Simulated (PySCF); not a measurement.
H$_{12}$Si$_{5}$, triplet, at the geometry of the source list (a higher spin typed on purpose: for a closed-shell molecule this is an excited state), with bond 8-1 at 1.6 times its length. Base run: SVWN5/STO-3G (PySCF).

Geometry (Å):
```xyz
17

Si    -0.4088    -0.8743    -2.1375
Si     0.0000     0.0000     0.0000
Si    -0.0117     2.3432    -0.0984
Si    -1.6710    -0.7289     1.4755
Si     2.0915    -0.7400     0.7604
H     -1.7036    -0.4516    -2.6771
H     -0.4157    -2.3393    -2.1513
H      1.2053    -0.2087    -3.7015
H      0.2382     2.9597     1.2069
H     -1.2927     2.8775    -0.5675
H      1.0109     2.8706    -1.0052
H     -3.0094    -0.3006     1.0613
H     -1.7220    -2.1888     1.5865
H     -1.4783    -0.2193     2.8355
H      2.1713    -2.2003     0.8468
H      3.1871    -0.3192    -0.1164
H      2.4142    -0.2306     2.0956
```
Charge 0, spin multiplicity 3.
Orbitals are unrestricted.
All else is at PySCF's defaults.
Base energy -1431.64190 Eh.

The base run was repeated with changes; each row names its change, and settings that it needs were set with it.

| change | ΔE vs base (mEh) | SCF cycles | <S^2> | outcome |
|---|---|---|---|---|
| base | 0.000 | 9 | 2.001 | converged |
| conv_tol = 1e-4 | 0.002 | 5 | 2.001 | converged |
| diis = off; damp = 0.3 (with mf.diis_start_cycle = 200; with mf.max_cycle = 150) | 0.000 | 33 | 2.001 | converged |
| level_shift = 0.1 (with mf.max_cycle = 100) | 0.000 | 12 | 2.001 | converged |
| level_shift = 0.5 (with mf.max_cycle = 100) | 0.000 | 41 | 2.001 | converged |
| init_guess = sap | 0.000 | 12 | 2.001 | converged |
| level_shift = 0.3 (with mf.max_cycle = 100) | 0.000 | 27 | 2.001 | converged |
| level_shift = 1.0 (with mf.max_cycle = 100) | 0.000 | 78 | 2.001 | converged |
| diis = off (with mf.max_cycle = 100) | - | 100 | - | not converged |
| conv_tol_grad = 1e-7 | 0.000 | 13 | 2.001 | converged |
| conv_tol = 1e-11 | 0.000 | 11 | 2.001 | converged |
| DIIS = ADIIS | 0.000 | 12 | 2.001 | converged |
| diis_space = 4 | 0.000 | 10 | 2.001 | converged |

Open shells are given as the SCF converged; they aren't shown to be the lowest states, and a large step between rows can be another state.
